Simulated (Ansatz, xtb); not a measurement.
**C3H6BNO: which of two structures lies lower**

We compare X, a singlet given by its coordinates, with Y, `NB(O)C1C=C1`, a singlet. Both are isolated molecules in the gas phase, relaxed with PBE0-D3(BJ)/def2-SVP; the shapes shown needn't be the lowest conformers.

X (Å):

```yaml
atoms:
  - { symbol: C, position_ang: [0.6544, 0.4235, -1.1336] }
  - { symbol: C, position_ang: [-0.3876, -0.3010, 4.8630] }
  - { symbol: C, position_ang: [-0.3990, -0.1977, 3.5475] }
  - { symbol: B, position_ang: [-0.4757, -0.0049, 0.9510] }
  - { symbol: N, position_ang: [-0.4102, -0.1043, 2.3525] }
  - { symbol: O, position_ang: [0.6438, 0.3055, 0.2629] }
  - { symbol: H, position_ang: [0.9692, 1.4404, -1.4163] }
  - { symbol: H, position_ang: [1.3781, -0.2897, -1.5586] }
  - { symbol: H, position_ang: [-0.3380, 0.2251, -1.5720] }
  - { symbol: H, position_ang: [-1.5378, -0.2005, 0.4023] }
  - { symbol: H, position_ang: [0.5381, -0.1345, 5.4155] }
  - { symbol: H, position_ang: [-1.3041, -0.5495, 5.3999] }
```

Close contacts (Å): C1–O6 1.40, C2–C3 1.32, C3–N5 1.20, B4–N5 1.41, B4–O6 1.35, C1–H7 1.10, C1–H8 1.10, C1–H9 1.10, C2–H11 1.09, C2–H12 1.09, B4–H10 1.21.

Y (Å):

```xyz
12

C    -1.1398    0.7494   -0.4299
C    -1.4845   -0.1265    0.7657
C    -0.2264    0.1343    0.6202
B    -1.1769    0.1216   -1.8766
N    -1.4696    0.8945   -3.0135
O    -0.9182   -1.2168   -2.0416
H    -1.6698    1.8822   -2.9690
H    -1.4958    0.5007   -3.9440
H    -0.7338   -1.6293   -1.1904
H    -1.3520    1.8286   -0.3279
H    -2.2964   -0.5950    1.3164
H     0.8034    0.0477    0.9580
```

Problem. Estimate E(Y) − E(X) at the level CCSD(T)/def2-SVP + ΔMP2/def2-TZVPP.

Solution. Not settled: CCSD(T)/def2-SVP + ΔMP2/def2-TZVPP gives E(Y) − E(X) = −1.33 kcal/mol, but this leans on the basis-set step: CCSD(T) alone gives +1.66 kcal/mol.

Level by level:

| level | geometry | E(Y) − E(X) (kcal/mol) | departure from the last row (kcal/mol) | job, with rough time for the two |
| --- | --- | --- | --- | --- |
| GFN2-xTB | GFN2-xTB | +34.13 | +35.45 | optimisation, 0.57 s |
| HF/STO-3G | GFN2-xTB | +18.00 | +19.33 | single point, 0.51 s |
| r2SCAN-D4/def2-SVP | GFN2-xTB | +4.90 | +6.23 | single point, 3.7 s |
| PBE0-D3(BJ)/def2-SVP | PBE0-D3(BJ)/def2-SVP | +2.00 | +3.33 | optimisation, 45 s |
| HF/def2-SVP | PBE0-D3(BJ)/def2-SVP | +8.04 | +9.37 | part of the CCSD(T) run |
| MP2/def2-SVP | PBE0-D3(BJ)/def2-SVP | −1.21 | +0.11 | part of the CCSD(T) run |
| CCSD(T)/def2-SVP | PBE0-D3(BJ)/def2-SVP | +1.66 | +2.98 | single point |
| CCSD(T)/def2-SVP + ΔMP2/def2-TZVPP | PBE0-D3(BJ)/def2-SVP | −1.33 |  | single point, 53 s |

GFN2-xTB, HF/STO-3G, r2SCAN-D4/def2-SVP, PBE0-D3(BJ)/def2-SVP, HF/def2-SVP, CCSD(T)/def2-SVP put the two in the other order. The largest departure from CCSD(T)/def2-SVP + ΔMP2/def2-TZVPP is that of GFN2-xTB, 35.45 kcal/mol. The last row adds to CCSD(T) the change of the MP2 difference between the two basis sets, here −2.98 kcal/mol.

With thermal terms from frequencies at re-optimised GFN2-xTB minima (ideal gas, soft modes damped towards free rotors, one conformer each, 298.15 K, 1 atm): the zero-point term adds +1.75 kcal/mol; ΔH is −0.20 and ΔG +1.42 kcal/mol.

The correlated steps freeze 6 core orbitals. Run with Ansatz 0.2.0, xtb 6.7.1; the last row on 2 threads of Intel(R) Xeon(R) Processor @ 2.70GHz on a shared host.
